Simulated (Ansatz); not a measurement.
`CC(C)[Si]F` → `CC[Si]F` + `[CH2]` (triplet) at 500 K and 1 bar (formal loss of a carbene).

Program: Ansatz. Geometries: PBE0-D4/def2-TZVP. ΔE: electronic, gas phase. CCSD(T)/CBS is the MP2 limit (def2-TZVPP, def2-QZVPP) plus CCSD(T) − MP2 in def2-TZVPP, frozen cores. This one scheme is used for every species. Triplets are unrestricted, without spin–orbit coupling. One conformer a species, not always the lowest.

```
          species  CCSD(T)/CBS energy (Eh)  H − E (kJ/mol)  S (J/(mol·K))
     `CC(C)[Si]F`               -507.26195           297.1          415.9
        `CC[Si]F`               -468.00242           212.7          373.8
`[CH2]` (triplet)                -39.09499            62.7          213.9
```

H − E and S are ideal-gas, rigid-rotor, harmonic terms from PBE0-D4/def2-TZVP, for one conformer and one mirror image of each species, with the whole ground term of open shells counted as degenerate. 1 Eh = 2625.50 kJ/mol, R = 8.31446 J/(mol·K).

By hand: ΔE, ΔH, ΔS and ΔG.

ΔE = (-468.00242) + (-39.09499) − (-507.26195) = 0.16454 Eh = 432.0 kJ/mol. Δ(H − E) = 212.7 + 62.7 − 297.1 = -21.7, so ΔH = 410.3 kJ/mol. ΔS = 373.8 + 213.9 − 415.9 = 171.8 J/(mol·K). ΔG = 410.3 − 500 × (171.8)/1000 = 324.4 kJ/mol.

By hand: the equilibrium constant, and the temperature at which ΔG would vanish if ΔH and ΔS stayed fixed.

log₁₀ K = −ΔG/(RT ln 10) = -33.9. ΔG = 0 at ΔH/ΔS = 2388 K.

The number of gas molecules changes by +1, which sets the sign of ΔS. A doubt of 5 kJ/mol in ΔE shifts log₁₀ K by 0.5 here. Other conformers and mirror images would add mixing entropy, several J/(mol·K) or more a flexible species. Modes under 60 cm⁻¹, often nearly free rotors, make the harmonic entropy too high. A triplet takes part, so the spin changes. These are equilibria of isolated gas molecules and say nothing of rates. Largest T1 diagnostic: 0.013 (customary marks: 0.02 for closed shells, 0.045 for open ones).
